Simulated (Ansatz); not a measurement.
Na8F8 (relaxed from a model of 2x2x4 NaF rock-salt block, whose bonding it doesn't keep). Total charge 0; triplet. Geometry r2SCAN-D4/def2-SVP, that of the neutral singlet; atoms count from 1.

```
atom   x (Å)   y (Å)   z (Å)
 Na1  -1.392  -3.212  -0.399
  F2  -1.515  -1.182   0.254
 Na3  -1.473   0.879   0.841
  F4  -1.413   2.940   1.431
  F5  -0.551  -2.685  -2.275
 Na6  -0.561  -0.613  -1.721
  F7  -0.575   1.453  -1.148
 Na8  -0.515   3.460  -0.421
  F9   0.531  -3.493   0.454
Na10   0.555  -1.452   1.112
 F11   0.582   0.594   1.752
Na12   0.535   2.675   2.230
Na13   1.372  -2.923  -1.410
 F14   1.508  -0.864  -0.857
Na15   1.480   1.186  -0.232
 F16   1.433   3.238   0.390
```

At PBE0-D4/def2-SVP a singlet of charge 0 lies 6.89 eV below the triplet at the same geometry.

**Question.** Estimate the Mulliken populations from the PBE0/def2-SVP orbitals of Ansatz.

**Answer.** 
```csv
atom,charge (e),spin (α − β)
Na1,0.30,0.37
F2,-0.51,0.05
Na3,0.55,0.01
F4,-0.52,0.10
F5,-0.35,0.37
Na6,0.46,0.10
F7,-0.54,0.01
Na8,0.61,-0.01
F9,-0.35,0.37
Na10,0.46,0.10
F11,-0.54,0.01
Na12,0.61,-0.01
Na13,0.30,0.37
F14,-0.51,0.05
Na15,0.55,0.01
F16,-0.52,0.10
```
Mulliken values depend strongly on the basis.

**Question.** Where does the spin sit?

**Answer.** Summed by element: Na 0.95, F 1.05, of 2 unpaired in all. Largest on single atoms: Na1 0.37, Na13 0.37, F5 0.37.
